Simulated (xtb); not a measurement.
chlorotrifluoromethane (CClF3), singlet, at a GFN2-xTB geometry, atoms displaced at random by about 0.05 Å a coordinate. Base run: xtb 6.7.1 with GFN2-xTB.

xtb was given this input:
```
$ xtb mol.xyz --gfn 2 --opt --json

# file mol.xyz
5

F     -0.82989424    -0.67732027    -1.05912960
C     -0.27652506    -0.05971855     0.01179399
F     -0.81802327     1.24277183    -0.02950233
F     -0.77435762    -0.69033013     1.04512765
Cl     1.49108380     0.04960074    -0.20051811
```

The base run was repeated with changes; each row names its change, and settings that it needs were set with it.

```json
[
 {"change": "base", "ΔE vs base (kcal/mol)": "0.000", "optimiser steps": "6"},
 {"change": "opt level = loose", "ΔE vs base (kcal/mol)": "0.001", "optimiser steps": "5"},
 {"change": "opt level = sloppy", "ΔE vs base (kcal/mol)": "0.025", "optimiser steps": "4"},
 {"change": "alpb = toluene", "ΔE vs base (kcal/mol)": "-0.94", "optimiser steps": "6"},
 {"change": "opt level = vtight", "ΔE vs base (kcal/mol)": "0.000", "optimiser steps": "8"},
 {"change": "opt level = tight", "ΔE vs base (kcal/mol)": "0.000", "optimiser steps": "7"},
 {"change": "engine = inertial", "ΔE vs base (kcal/mol)": "0.003", "optimiser steps": "-"},
 {"change": "opt level = extreme", "ΔE vs base (kcal/mol)": "0.000", "optimiser steps": "9"},
 {"change": "alpb = ch2cl2", "ΔE vs base (kcal/mol)": "-0.412", "optimiser steps": "6"},
 {"change": "engine = lbfgs", "ΔE vs base (kcal/mol)": "0.000", "optimiser steps": "-"}
]
```
